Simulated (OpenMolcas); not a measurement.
# Ne II: effect of the basis set

```yaml
Program: OpenMolcas
Method: "SS-CASPT2, IPEA 0.25 Eh, imaginary shift 0.1 Eh (closed shells correlated: 1s)"
Active_space: 7 electrons in 8 orbitals (2s 2p 3s 3p)
State_averaging: 2S+1 = 2 odd, 3 roots; 2S+1 = 2 even, 1 root
Spin-orbit_coupling: state interaction with AMFI integrals over the reference wave functions, term energies averaged over their components
```

A. ANO-RCC-VTZP [4s3p2d1f], DKH2, point nucleus; CASPT2 step of the order of 1.8 core-seconds
B. ANO-RCC-VQZP [5s4p3d2f1g], DKH2, point nucleus; CASPT2 step about 2.1 core-seconds
C. ANO-RCC [8s7p4d3f2g], DKH2, point nucleus; CASPT2 step of the order of 5 core-seconds

Energies in cm⁻¹ above 2s² 2p⁵ ²P°_3/2, the measured ground level; measured values from NIST Handbook of Basic Atomic Spectroscopic Data.

```csv
Level,A,B,C,Measured
2s² 2p⁵ ²P°_3/2,0.0,0.0,0.0,0.0
2s² 2p⁵ ²P°_1/2,768,773,771,780
2s 2p⁶ ²S_1/2,221181,220790,220836,217048
```

Deviations, from unrounded energies. A percentage is the sum of absolute deviations over the sum of measured energies, with the sign that they share, or ± where signs differ.

```json
{"Against measurement": "mean absolute deviation (cm-1)", "Levels": "2", "A": "2100", "B": "1900", "C": "1900"}
{"Against measurement": "fine structure of the ground term (%)", "Levels": "1", "A": "-1.6", "B": "-0.9", "C": "-1.1"}
{"Against measurement": "other configurations (%)", "Levels": "1", "A": "+1.9", "B": "+1.7", "C": "+1.7"}
```

B, C lie about equally close to measurement and A furthest from it. The largest miss of B in the table is 2s 2p⁶ ²S_1/2, by +3700 cm-1. The ranking rests on the paired levels alone, and a cruder setting can come out closer through cancelling errors.

Among A to C the level of the table that moves most is 2s 2p⁶ ²S_1/2, by 390 cm-1 (lowest in B, highest in A).

Active for correlation alone: 3p 3s; no level in the range computed is led by a configuration that fills them, so any true level of that kind is missing. Measured partners are found by configuration, term and J. A level has none where our copy of the source lacks it or the pairing is in doubt (some pairs that miss far off the trend of their configuration count as doubtful), and it then counts in no deviation. Levels of configurations outside the active space are missing.

° marks odd parity.
